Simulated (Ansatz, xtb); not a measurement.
# C4H5FOSi: which of two isomers lies lower

Structure X is `Fc1cc([SiH3])co1`, a singlet and structure Y is `Fc1ccc([SiH3])o1`, a singlet. Both are isolated molecules in the gas phase, relaxed with r2SCAN-D4/def2-SVP.

X (Å):

```xyz
12

C    -1.0992    1.9525   -1.4847
C    -1.7691    1.4054   -0.4339
C    -2.2597    0.1352   -0.9257
C    -1.8294    0.0561   -2.2256
F    -0.4525    3.0832   -1.6257
O    -1.1158    1.1713   -2.5731
Si   -3.2643   -1.1548   -0.0300
H    -1.8952    1.8462    0.5526
H    -4.5688   -0.5898    0.4293
H    -2.5327   -1.6611    1.1700
H    -3.5190   -2.2876   -0.9679
H    -1.9373   -0.6893   -3.0100
```

Y (Å):

```xyz
12

C    -1.2637    1.7248   -0.0525
C    -0.6161    0.5564    0.2300
C    -1.3816   -0.4388   -0.4566
C    -2.4239    0.1921   -1.0966
F    -1.0216    2.9624    0.3014
O    -2.3317    1.5546   -0.8295
Si   -3.8206   -0.4132   -2.1689
H     0.2759    0.4365    0.8400
H    -1.1842   -1.5104   -0.4766
H    -5.1479   -0.0966   -1.5624
H    -3.6538   -1.8912   -2.2776
H    -3.7688    0.2040   -3.5276
```

Quicker runs give these differences E(Y) − E(X): GFN2-xTB −1.86 kcal/mol; HF/STO-3G −1.02 kcal/mol (at GFN2-xTB geometries); r2SCAN-D4/def2-SVP//GFN2-xTB −0.92 kcal/mol.

**Question.** Estimate E(Y) − E(X) at the level CCSD(T)/def2-SVP + ΔMP2/def2-TZVPP.

**Answer.** Too close to call at this level: CCSD(T)/def2-SVP + ΔMP2/def2-TZVPP gives E(Y) − E(X) = +0.29 kcal/mol.

The same difference at several levels:

| level | geometry | E(Y) − E(X) (kcal/mol) | departure from the last row (kcal/mol) | job, with rough time for the two |
| --- | --- | --- | --- | --- |
| GFN2-xTB | GFN2-xTB | −1.86 | −2.15 | optimisation, 0.11 s |
| HF/STO-3G | GFN2-xTB | −1.02 | −1.31 | single point, 0.5 s |
| r2SCAN-D4/def2-SVP//GFN2-xTB | GFN2-xTB | −0.92 | −1.21 | single point, 5.5 s |
| r2SCAN-D4/def2-SVP | r2SCAN-D4/def2-SVP | −0.02 | −0.31 | optimisation, 1.8 min |
| HF/def2-SVP | r2SCAN-D4/def2-SVP | +0.27 | −0.02 | part of the CCSD(T) run |
| MP2/def2-SVP | r2SCAN-D4/def2-SVP | +0.60 | +0.31 | part of the CCSD(T) run |
| CCSD(T)/def2-SVP | r2SCAN-D4/def2-SVP | +0.56 | +0.27 | single point |
| CCSD(T)/def2-SVP + ΔMP2/def2-TZVPP | r2SCAN-D4/def2-SVP | +0.29 |  | single point, 93 s |

As drawn, both hold the same kinds of bond in the same numbers.

The largest departure from CCSD(T)/def2-SVP + ΔMP2/def2-TZVPP is that of GFN2-xTB, 2.15 kcal/mol. The last row adds to CCSD(T) the change of the MP2 difference between the two basis sets, here −0.27 kcal/mol.

With thermal terms from frequencies at re-optimised GFN2-xTB minima (ideal gas, soft modes damped towards free rotors, one conformer each, 298.15 K, 1 atm): the zero-point term adds +0.01 kcal/mol; ΔH is +0.32 and ΔG +0.25 kcal/mol.

The correlated steps freeze 11 core orbitals. Run with Ansatz 0.2.0, xtb 6.7.1; the last row on 2 threads of Arm Neoverse V2 on a shared host.
